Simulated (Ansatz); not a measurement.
Harmonic frequencies (cm⁻¹) at PBE0-D4/def2-TZVP from Ansatz: 75, 115, 132, 278, 280, 477, 498, 666, 701, 711, 729, 807, 871, 877, 888, 933, 946, 953, 1364, 1733, 2150, 2159, 2161, 2185, 2246, 2247, 2976.

Q: Which molecule is it?
A. `[SiH3][CH]1[NH][GeH2]1`
B. `[SiH3]/N=[CH]\[GeH3]`
C. `B/C=C/CO`
D. `C1[NH][GeH2][SiH2]1`

A: B.
